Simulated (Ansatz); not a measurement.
`C[N]([GeH3])BF` + H₂ → `B[N](C)[GeH3]` + H–F at 500 K and 1 bar (hydrogenolysis of a B–F bond).

Computed with Ansatz on PBE0-D4/def2-TZVP structures; ΔE is electronic, products minus reactants. CCSD(T)/CBS is the MP2 limit (def2-TZVPP, def2-QZVPP) plus CCSD(T) − MP2 in def2-TZVPP, frozen cores. This one scheme is used for every species. For Ge outer-core shells are correlated without core-valence functions, which leaves a few kJ/mol of doubt a bond. Scalar relativity is left out up to krypton. Each species was taken in one conformer, which may not be the lowest.

| species | CCSD(T)/CBS energy (Eh) | H − E (kJ/mol) | S (J/(mol·K)) |
| --- | --- | --- | --- |
| `C[N]([GeH3])BF` | -2297.75856 | 270.5 | 430.5 |
| H₂ | -1.17544 | 41.0 | 145.5 |
| `B[N](C)[GeH3]` | -2198.49616 | 281.2 | 399.2 |
| H–F | -100.39570 | 39.4 | 188.7 |

H − E and S are ideal-gas, rigid-rotor, harmonic terms from PBE0-D4/def2-TZVP, for one conformer and one mirror image of each species. The MP2-based limit puts H₂ 0.8 mEh under its directly extrapolated value; such offsets cancel only in part. 1 Eh = 2625.50 kJ/mol, R = 8.31446 J/(mol·K).

Question: By hand: ΔE, ΔH, ΔS and ΔG.

Answer: ΔE = (-2198.49616) + (-100.39570) − (-2297.75856) − (-1.17544) = 0.04214 Eh = 110.6 kJ/mol. Δ(H − E) = 281.2 + 39.4 − 270.5 − 41.0 = 9.1, so ΔH = 119.7 kJ/mol. ΔS = 399.2 + 188.7 − 430.5 − 145.5 = 11.9 J/(mol·K). ΔG = 119.7 − 500 × (11.9)/1000 = 113.8 kJ/mol.

Question: By hand: the equilibrium constant, and the temperature at which ΔG would vanish if ΔH and ΔS stayed fixed.

Answer: log₁₀ K = −ΔG/(RT ln 10) = -11.9. ΔG = 0 at ΔH/ΔS = 10059 K, far beyond where these terms or the molecules hold.

The number of gas molecules stays the same, so ΔS is small and ΔH decides. A doubt of 5 kJ/mol in ΔE shifts log₁₀ K by 0.5 here. Other conformers and mirror images would add mixing entropy, several J/(mol·K) or more a flexible species. Modes under 60 cm⁻¹, often nearly free rotors, make the harmonic entropy too high. These are equilibria of isolated gas molecules and say nothing of rates. Largest T1 diagnostic: 0.013 (customary marks: 0.02 for closed shells, 0.045 for open ones).
